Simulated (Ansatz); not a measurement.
Geometry optimisation, Ansatz, RHF/def2-SVP.

The input (input.yaml):

```yaml
crystal:
  periodic: [false, false, false]
  atoms:
    - { symbol: Ge, position_ang: [0.0, 0.0, 0.0] }
    - { symbol: O, position_ang: [0.0, 0.0, 2.12] }
    - { symbol: H, position_ang: [-0.9095, -0.2814, 2.4571] }
    - { symbol: Cl, position_ang: [2.0935, 0.0, -0.7393] }
    - { symbol: H, position_ang: [-0.73, 1.2648, -0.5162] }
    - { symbol: H, position_ang: [-0.73, -1.2648, -0.5162] }
    - { symbol: H, position_ang: [0.9702, 1.4632, 0.5833] }
    - { symbol: H, position_ang: [0.7523, 1.1345, 1.5265] }
basis:
  gaussian: { orbitals: def2-SVP }
hamiltonian:
  xc: hf
relax:
  f_tol: 0.15
  max_steps: 25
  restrain:
    - { distance: [0, 6], at: 2.75, k: 30.0 }
    - { distance: [7, 1], at: 2.21, k: 30.0 }
    - { distance: [0, 1], at: 1.77, k: 30.0 }
    - { distance: [7, 6], at: 0.66, k: 30.0 }
```

Launched with:

```bash
$ ansatz run input.yaml --threads 1 --pin off --max-ram 2048MiB --backend cpu --events-out ev --progress --plain --runs-dir out
```

**Question.** Where does it end, and by what steps?

**Answer.** The forces met the threshold. The restraints hold the end off the free minimum. After 18 steps the energy has fallen by 3.555 eV (the restraints' own energy left out); H3 moved furthest, 0.77 Å. Parted: Ge1–H7. Joined: H7–H8.

```
step  energy less start (eV)  largest force component (eV/Å)  accepted
   0                  0.0000                           4.600       yes
   1                 -1.4837                           3.335       yes
   2                 -2.1609                           4.055       yes
   3                 -2.8969                           1.981       yes
   4                 -3.3270                           1.404       yes
   5                 -3.4039                           1.289       yes
   6                 -3.4437                           1.133       yes
   7                 -3.4489                           1.547       yes
   8                 -3.4132                           2.330        no
   9                 -3.4815                           1.275       yes
  10                 -3.4944                           1.165        no
  11                 -3.4932                           1.220       yes
  12                 -3.5027                           1.221       yes
  13                 -3.5164                           1.246       yes
  14                 -3.5336                           1.280       yes
  15                 -3.5520                           1.270       yes
  16                 -3.4086                           3.388        no
  17                 -3.5482                           1.262        no
  18                 -3.5554                           1.258       yes
```

```xyz
8
Properties=species:S:1:pos:R:3
Ge -0.174 -0.123 0.007
O -0.287 -0.014 1.763
H -0.422 -0.828 2.227
Cl 1.865 -0.562 -0.571
H -0.585 1.205 -0.594
H -1.012 -1.308 -0.469
H 1.164 2.093 0.969
H 0.898 1.853 1.583
```

Whether the end is a true minimum wasn't checked by a vibrational analysis.

The run took 25 s on 1 thread of INTEL(R) XEON(R) PLATINUM 8581C CPU @ 2.30GHz (Emerald Rapids) (shared host), peak memory 0.19 GiB.
